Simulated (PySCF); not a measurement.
C₁₀H₈S.
Numbering: `[cH:1]1[cH:2][cH:3][c:4](-[c:5]2[cH:6][cH:7][cH:8][s:9]2)[cH:10][cH:11]1` (hydrogens: H12 on C1; H13 on C2; H14 on C3; H15 on C6; H16 on C7; H17 on C8; H18 on C10; H19 on C11)

Computed with PBE0-D3(BJ)/def2-SVP geometry optimisation, gas phase in PySCF 2.14.0.

(1) List the bond lengths, angles and torsions at this level.

Results:

(1) 
| bond | length (Å) | order |
| --- | --- | --- |
| C1–C2, C1–C11 | 1.394 | aromatic |
| C2–C3, C10–C11 | 1.391 | aromatic |
| C3–C4, C4–C10 | 1.405 | aromatic |
| C4–C5 | 1.465 | single |
| C5–C6 | 1.379 | aromatic |
| C6–C7 | 1.419 | aromatic |
| C7–C8 | 1.370 | aromatic |
| C8–S9 | 1.714 | aromatic |
| C5–S9 | 1.736 | aromatic |
| C1–H12 | 1.092 | single |
| C2–H13, C11–H19 | 1.093 | single |
| C3–H14, C10–H18 | 1.092 | single |
| C6–H15 | 1.090 | single |
| C7–H16 | 1.091 | single |
| C8–H17 | 1.089 | single |

Bonds in one row agree within 0.01 Å and their mean is given. Orders are formal, as drawn. A selection of angles:
| angle | degrees |
| --- | --- |
| C2–C1–C11 | 119.3 |
| C1–C2–C3 | 120.3 |
| C2–C3–C4 | 121.1 |
| C3–C4–C5 | 121.4 |
| C3–C4–C10 | 117.9 |
| C4–C5–C6 | 128.8 |
| C4–C5–S9 | 121.2 |
| C6–C5–S9 | 110.0 |
| C5–C6–C7 | 113.5 |
| C6–C7–C8 | 112.5 |
| C7–C8–S9 | 111.6 |
| C5–S9–C8 | 92.5 |

Dihedral angles: C3–C4–C5–C6 177° (antiperiplanar). The mirror-image conformer, all signs reversed, is as good.

The 6-membered ring C1–C2–C3–C4–C10–C11 has internal angles of 117.9° to 121.1° (sum 720°, against 720° for a flat polygon); it is planar, 0.00 Å rms from its mean plane, widest ring torsion 0°. The 2 C–S bonds span 1.714 Å (C8–S9, aromatic) to 1.736 Å (C5–S9, aromatic), a spread of 0.022 Å. S9 (thiophene-type sulfur) is bent (angle 92.5°). The 10 C–C bonds span 1.370 Å (C7–C8, aromatic) to 1.465 Å (C4–C5, drawn single), a spread of 0.095 Å. Of the pairs four or more bonds apart, S9···H14 is among the closest relative to their van der Waals radii: 2.66 Å, 89 % of the sum of Bondi's values. The 5-membered ring C5–C6–C7–C8–S9 has internal angles of 92.5° to 113.5° (sum 540°, against 540° for a flat polygon); it is planar, 0.00 Å rms from its mean plane, widest ring torsion 0°.

Point group: near Cs, missed by 0.14 Å at most; the miss may be what the optimiser left on a soft mode. PBE0-D3(BJ)/def2-SVP frequencies: not computed here. One conformer, not necessarily the lowest.
